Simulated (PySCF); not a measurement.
# DyBr: f occupation and spin

Unrestricted PBE0; PySCF, spin-free X2C with a Gaussian nucleus, basis sets Dy x2c-SVPall, Br x2c-SVPall. The search starts from ions with several 4f fillings and holds each by maximum overlap.

The lowest solution has 2Ms+1 = 6, about 9.8 4f electrons, near 2.64 Å.

The lowest solution of each spin and filling, followed along the bond (rough minima from three points):

```json
{"2Ms+1": "6", "4f population": "9.77", "⟨S²⟩ at the start": "8.76", "R at minimum (Å)": "2.64", "Te (eV)": "0.00"}
{"2Ms+1": "4", "4f population": "9.99", "⟨S²⟩ at the start": "4.76", "R at minimum (Å)": "2.68", "Te (eV)": "0.20"}
{"2Ms+1": "8", "4f population": "9.02", "⟨S²⟩ at the start": "15.76", "R at minimum (Å)": "2.60", "Te (eV)": "1.30"}
{"2Ms+1": "6", "4f population": "9.36", "⟨S²⟩ at the start": "9.42", "R at minimum (Å)": "2.64", "Te (eV)": "1.92"}
```

Solutions at the starting distance of 2.615 Å, counted from the lowest; the search is not exhaustive:

| 2Ms+1 | 4f population | E (eV) | ⟨S²⟩ | ⟨Lz²⟩ | μ (D) |
| --- | --- | --- | --- | --- | --- |
| 6 | 9.77 | 0.00 | 8.76 | 11.3 | -4.23 |
| 6 | 10.00 | 0.17 | 8.75 | 9.0 | -4.70 |
| 4 | 9.99 | 0.22 | 4.76 | 11.7 | -4.53 |
| 4 | 10.00 | 0.23 | 4.76 | 11.6 | -4.52 |
| 4 | 9.99 | 0.28 | 4.76 | 9.0 | -4.56 |
| 4 | 10.00 | 0.82 | 4.76 | 14.0 | -4.47 |
| 4 | 9.98 | 1.09 | 4.77 | 7.4 | -4.53 |
| 8 | 9.02 | 1.30 | 15.76 | 13.9 | -4.38 |
| 8 | 9.02 | 1.31 | 15.76 | 14.0 | -4.49 |
| 8 | 9.02 | 1.41 | 15.76 | 11.0 | -3.21 |
| 8 | 9.02 | 1.43 | 15.76 | 11.3 | -3.19 |
| 8 | 9.03 | 1.68 | 15.76 | 11.0 | -2.98 |
| 6 | 9.36 | 1.92 | 9.42 | 11.7 | -3.80 |

Partly filled real f orbitals mix terms, so no term symbols are given. A population far from a whole number shows f orbitals mixing with d and ligand orbitals, not a clean configuration. A positive dipole means Dy(−)Br(+).

Spin–orbit coupling is left out. Counting both spins, an empty level lies below a filled one in some of these solutions, because spin and occupation are held. The state is the lowest single determinant that the PBE0 search found; with open d or f shells the true ground state can be another one.
